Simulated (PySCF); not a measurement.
A structure optimised at PBE-D3(BJ)/def2-SVP, used in a PySCF frequency run:

```
O
C 1 1.4234
H 2 1.1111 1 106.53
H 2 1.1128 3 108.29 1 120.93
H 2 1.1141 3 108.43 4 117.21
Te 1 2.0238 2 116.53 3 -178.72
O 6 2.0238 1 98.60 2 -74.39
C 7 1.4234 6 116.53 1 -74.39
H 8 1.1111 7 106.53 6 -178.72
H 8 1.1128 9 108.29 7 120.93
H 8 1.1141 9 108.43 10 117.21
```

Task: Write its SMILES, formula and point group.

Result: CO[Te]OC, C2H6O2Te, C2

Task: What are its rotational constants (standard atomic weights)?

Result: 3.4387, 2.2087, 1.5100 GHz
